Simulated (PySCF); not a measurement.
A species of formula C7H11F3O has this rotational fingerprint, computed with PBE0-D3(BJ)/def2-SVP geometry optimisation, gas phase in PySCF:

| Item | Value |
| --- | --- |
| Rotational constants | A = 1686, B = 882.8, C = 669.9 MHz |
| Dipole components | \|μa\| = 1.61 D, \|μb\| = 1.28 D, \|μc\| = 0.30 D |
| Inertial defect | -117.73 u·Å² |
| κ | -0.58 |

Problem. Which candidate fits, each taken in the one conformer that was computed?
A. `[CH3:1][C@@H:2]1[CH2:3][CH2:4][O:5][CH2:6][C@H:7]1[C:8]([F:9])([F:10])[F:11]` with C1–C2–C3–C4 -178°, C2–C3–C4–O5 56°, C3–C4–O5–C6 -61°, C4–O5–C6–C7 61°
B. `[F:1][C:2]([F:3])([F:4])[CH2:5][CH2:6][C@H:7]1[CH2:8][CH2:9][O:10][CH2:11]1` with C2–C5–C6–C7 179°, C5–C6–C7–C8 64°, C6–C7–C8–C9 152°, C7–C8–C9–O10 -9°, C8–C9–O10–C11 -16°, C9–O10–C11–C7 35°
C. `[CH3:1][C@@H:2]1[CH2:3][CH2:4][O:5][C@H:6]([F:7])[C@@H:8]([F:9])[C@@H:10]1[F:11]` with C1–C2–C3–C4 -64°, C2–C3–C4–O5 -61°, C3–C4–O5–C6 84°, C4–O5–C6–F7 46°

Solution. A. It is C[C@@H]1CCOC[C@H]1C(F)(F)F, an asymmetric top, point group C1. The candidates at the same level (rigid rotor, commonest isotopes):

```csv
SMILES,A (MHz),B (MHz),C (MHz),μa (D),μb (D),μc (D),Δ (u·Å²),point group,rotor
C[C@@H]1CCO[C@H](F)[C@@H](F)[C@@H]1F,1265,1135,804.7,1.70,2.16,0.03,-216.84,C1,asymmetric top
C[C@@H]1CCOC[C@H]1C(F)(F)F,1686,882.8,669.9,1.61,1.28,0.30,-117.73,C1,asymmetric top
FC(F)(F)CC[C@H]1CCOC1,2948,426.2,406.8,0.73,1.08,0.43,-114.72,C1,near-prolate asymmetric top
```

`FC(F)(F)CC[C@H]1CCOC1` has A 75 % too high; `C[C@@H]1CCO[C@H](F)[C@@H](F)[C@@H]1F` has B 29 % too high. No structure here is proved a minimum.
